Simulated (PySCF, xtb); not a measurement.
trans-(1R,2R)-1-bromo-2-fluorocyclopropane (C₃H₄BrF), SMILES [C@H]1(C[C@H]1F)Br.

Harmonic wavenumbers (cm⁻¹) from GFN2-xTB (xtb) at its own minimum, in rising order: 194, 230, 313, 424, 610, 836, 897, 978, 986, 1038, 1055, 1070, 1139, 1192, 1234, 1358, 1435, 3053, 3076, 3094, 3114.

Question: What does PBE0-D3(BJ)/def2-SVP run with PySCF 2.14.0 give at its own minimum? (The exact figures need the calculation; the answer reports its results.)

Answer: 203, 239, 331, 437, 642, 828, 917, 985, 999, 1047, 1081, 1100, 1203, 1220, 1270, 1392, 1488, 3158, 3195, 3221, 3264. Paired by order, the mean absolute difference is 43 cm⁻¹ and the zero-point energies are 39.1 and 40.3 kcal/mol.
